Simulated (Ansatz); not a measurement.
Geometry optimisation, RKS PBE-D4/def2-SVP (Ansatz).

input.yaml

```yaml
crystal:
  periodic: [false, false, false]
  atoms:
    - { symbol: F, position_ang: [-2.3931, -0.473, 0.6769] }
    - { symbol: Si, position_ang: [-0.8454, -0.1643, 0.2032] }
    - { symbol: Si, position_ang: [0.7273, -1.632, 0.6923] }
    - { symbol: O, position_ang: [-0.6752, 0.3322, -1.4278] }
    - { symbol: Sn, position_ang: [-0.1834, 2.0804, -0.6697] }
    - { symbol: H, position_ang: [0.398, -2.94286, 0.08189] }
    - { symbol: H, position_ang: [0.78947, -1.85115, 2.19253] }
    - { symbol: H, position_ang: [2.03111, -1.19151, 0.26694] }
    - { symbol: H, position_ang: [-1.4489, 3.2763, -0.9029] }
    - { symbol: H, position_ang: [1.5043, 2.3563, -1.0102] }
basis:
  gaussian: { orbitals: def2-SVP }
hamiltonian:
  xc: pbe
  dispersion: d4
relax:
  f_tol: 0.015
  max_steps: 40
```

Run as:

```bash
$ ansatz run input.yaml --threads 2 --pin off --max-ram 3072MiB --backend cpu --events-out ev --progress --plain --runs-dir out
```

Question: Where does it end, and by what steps?

Answer: The forces met the threshold. After 9 steps the energy has fallen by 0.729 eV; H10 moved furthest, 0.43 Å.

```json
{"step": "0", "energy less start (eV)": "0.0000", "largest force component (eV/Å)": "2.616", "accepted": "yes"}
{"step": "1", "energy less start (eV)": "-0.5245", "largest force component (eV/Å)": "1.207", "accepted": "yes"}
{"step": "2", "energy less start (eV)": "-0.6202", "largest force component (eV/Å)": "1.058", "accepted": "yes"}
{"step": "3", "energy less start (eV)": "-0.6540", "largest force component (eV/Å)": "1.699", "accepted": "yes"}
{"step": "4", "energy less start (eV)": "-0.7177", "largest force component (eV/Å)": "0.419", "accepted": "yes"}
{"step": "5", "energy less start (eV)": "-0.7264", "largest force component (eV/Å)": "0.055", "accepted": "yes"}
{"step": "6", "energy less start (eV)": "-0.7285", "largest force component (eV/Å)": "0.072", "accepted": "yes"}
{"step": "7", "energy less start (eV)": "-0.7292", "largest force component (eV/Å)": "0.021", "accepted": "yes"}
{"step": "8", "energy less start (eV)": "-0.7294", "largest force component (eV/Å)": "0.029", "accepted": "yes"}
{"step": "9", "energy less start (eV)": "-0.7295", "largest force component (eV/Å)": "0.013", "accepted": "yes"}
```

```xyz
10
Properties=species:S:1:pos:R:3
F -2.235 -0.499 0.705
Si -0.786 -0.180 0.009
Si 0.743 -1.796 0.767
O -0.789 0.379 -1.524
Sn -0.160 2.234 -0.424
H 0.416 -3.131 0.155
H 0.663 -1.884 2.265
H 2.118 -1.357 0.347
H -1.377 3.364 -0.946
H 1.312 2.660 -1.253
```

Whether the end is a true minimum wasn't checked by a vibrational analysis.

Run time: 33 s on 2 threads of Arm Neoverse V1 (shared host), peak memory 0.16 GiB.
